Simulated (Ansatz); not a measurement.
Conformers of H8N2O3Si2, SMILES `N[SiH2]O[Si](N)(O)O`, each relaxed with PBE0-D4/def2-TZVP in Ansatz. CBS adds the triple-zeta coupled-cluster correction to the MP2 limit.

Not all of them had a frequency check.

Conformer A:

```xyz
15

N    -1.460    1.812   -0.091
Si   -1.707    0.314    0.712
O    -0.366   -0.616    0.736
Si    0.989   -0.936   -0.117
N     1.559    0.562   -0.672
O     0.699   -1.972   -1.348
O     2.057   -1.728    0.837
H    -1.276    2.658    0.421
H    -1.906    2.000   -0.973
H    -2.063    0.567    2.130
H    -2.781   -0.409   -0.011
H     2.303    0.620   -1.347
H     0.881    1.303   -0.776
H     0.728   -2.904   -1.129
H     2.341   -1.271    1.629
```

Conformer B:

Cartesian coordinates in Å:
```
N 1.000 1.540 -1.081
Si -0.695 1.208 -1.201
O -1.147 0.144 -0.048
Si -0.269 -0.801 0.968
N 0.319 -2.104 0.041
O -1.212 -1.313 2.196
O 0.969 0.061 1.595
H 1.295 2.503 -1.054
H 1.647 0.989 -1.626
H -1.398 2.495 -0.985
H -1.041 0.623 -2.521
H -0.337 -2.639 -0.507
H 1.007 -2.713 0.456
H -1.485 -0.652 2.834
H 1.347 0.658 0.933
```

(1) Which is lowest in electronic energy at CCSD(T)/CBS (frozen core, def2 sets), and by how much? (An estimate is asked.)

(2) Give the energies relative to B (kJ/mol) with ωB97X-V/def2-TZVPP, ωB97M-V/def2-TZVPP, PBE/def2-TZVPP, PBE0/def2-TZVPP, MP2/def2-TZVPP, CCSD(T)/def2-TZVPP, SCS-MP2/def2-QZVPP. (Best estimate.)

Results:

(1) Ansatz gave: B; A lies 2.2 kJ/mol higher.

(2) Ansatz gave: 
| level | A |
| --- | --- |
| ωB97X-V/def2-TZVPP | 2.9 |
| ωB97M-V/def2-TZVPP | 3.4 |
| PBE/def2-TZVPP | 3.8 |
| PBE0/def2-TZVPP | 2.6 |
| MP2/def2-TZVPP | 3.4 |
| CCSD(T)/def2-TZVPP | 3.6 |
| SCS-MP2/def2-QZVPP | 1.4 |
